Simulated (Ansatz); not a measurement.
PBE exchange is replaced step by step with exact exchange (0 % is PBE, 25 % PBE0; no dispersion term), basis def2-TZVPD, Ansatz. System: Zr₃⁻ (the lowest doublet isomer of a short search). Total charge -1; doublet. Geometry: r2SCAN-D4/def2-TZVPD.

Geometry of the doublet:

```tsv
atom	x (Å)	y (Å)	z (Å)
Zr1	-0.567	1.215	-0.799
Zr2	0.471	0.165	1.441
Zr3	0.095	-1.380	-0.642
```

In the def2 sets Zr takes a core potential; there is no spin–orbit coupling. At PBE-D4/def2-TZVPD, PBE with 5 % exact exchange/def2-TZVPD, PBE with 10 % exact exchange/def2-TZVPD, PBE with 15 % exact exchange/def2-TZVPD and others the charge -1 doublet is spin-contaminated (final ⟨S²⟩ up to 3.32, 0.75 for a pure state). At PBE-D4/def2-TZVPD, PBE with 5 % exact exchange/def2-TZVPD, PBE with 10 % exact exchange/def2-TZVPD, PBE with 15 % exact exchange/def2-TZVPD the highest occupied level of the charge -1 doublet lies above zero (up to 0.68 eV). Its loss leaves the charge 0 triplet, which lies 1.04 eV higher (vertical, at PBE-D4/def2-TZVPD), but this difference is unsure: the triplet is doubtful (geometry relaxed on an unsound state). The geometry of the doublet was relaxed on an unsound state (⟨S²⟩ 2.97, where a pure state has 0.75). At PBE-D4/def2-TZVPD a quartet of charge -1 lies 0.19 eV below the doublet, each at its own geometry. That quartet is doubtful there (⟨S²⟩ 4.11, where a pure state has 3.75). The structure comes from a short search, and lower isomers may exist.

HOMO and LUMO are taken over both spins.

| exact exchange (%) | HOMO (eV) | LUMO (eV) | gap (eV) | ⟨S²⟩ |
| --- | --- | --- | --- | --- |
| 0 | 0.68 | 1.01 | 0.34 | 1.839 |
| 5 | 0.51 | 1.14 | 0.63 | 1.965 |
| 10 | 0.35 | 1.26 | 0.91 | 2.101 |
| 15 | 0.19 | 1.37 | 1.18 | 2.242 |
| 50 | -0.71 | 1.97 | 2.68 | 3.318 |

(1) Estimate the row for 35 %.

Results:

(1) 
| exact exchange (%) | HOMO (eV) | LUMO (eV) | gap (eV) | ⟨S²⟩ |
| --- | --- | --- | --- | --- |
| 35 | -0.26 | 1.78 | 2.04 | 2.707 |
